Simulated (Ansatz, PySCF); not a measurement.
This PySCF input computes a SVWN5/def2-TZVPD energy:

```python
from pyscf import gto, scf, dft

mol = gto.M(
    atom='''
    Si   -0.00265161   -0.04502314   -1.07571866
    Br    0.20266200    0.04731344    1.45666335
    N     1.34734232   -0.43011567   -1.88273629
    N    -0.81520836    1.49220530   -1.29579879
    N    -1.23363277   -1.28066553   -1.13177967
    H     2.05808139    0.27397581   -2.03339598
    H    -0.18959379    2.27988215   -1.17783026
    H    -1.59584825    1.62585785   -0.66333255
    H    -1.52292826   -1.59912207   -0.21717275
    H    -0.89526719   -2.07620851   -1.65922141
    ''',
    basis='def2-tzvpd',
    charge=-1,
    spin=0,
    verbose=4,
)

mf = dft.RKS(mol, xc='svwn').density_fit(auxbasis='def2-universal-jkfit')
mf.grids.level = 3
mf.conv_tol = 1e-9
mf.max_cycle = 100
mf.max_memory = 1500
mf.kernel()
if not mf.converged:
    mf = mf.newton()
    mf.kernel(mf.make_rdm1())
mf.analyze()
```

Question: Write an input for the same energy in Ansatz (a first-principles code) and say what it gives.

Answer: 
Ansatz 0.2 input:
```yaml
crystal:
  periodic: [false, false, false]
  atoms:
    - {symbol: Si, position_ang: [-0.00265161, -0.04502314, -1.07571866]}
    - {symbol: Br, position_ang: [0.20266200, 0.04731344, 1.45666335]}
    - {symbol: N, position_ang: [1.34734232, -0.43011567, -1.88273629]}
    - {symbol: N, position_ang: [-0.81520836, 1.49220530, -1.29579879]}
    - {symbol: N, position_ang: [-1.23363277, -1.28066553, -1.13177967]}
    - {symbol: H, position_ang: [2.05808139, 0.27397581, -2.03339598]}
    - {symbol: H, position_ang: [-0.18959379, 2.27988215, -1.17783026]}
    - {symbol: H, position_ang: [-1.59584825, 1.62585785, -0.66333255]}
    - {symbol: H, position_ang: [-1.52292826, -1.59912207, -0.21717275]}
    - {symbol: H, position_ang: [-0.89526719, -2.07620851, -1.65922141]}
basis:
  gaussian:
    orbitals: def2-TZVPD
hamiltonian:
  xc: {name: SVWN5}
total_charge: -1
output: {forces: true}
```
It gives -3025.13025 Eh, and PySCF -3025.13036 Eh, a difference of 0.11 mEh, from the treatment of integrals and grids.

It need not be the lowest isomer of its formula. Whether it binds its extra electron was not tested at this geometry.
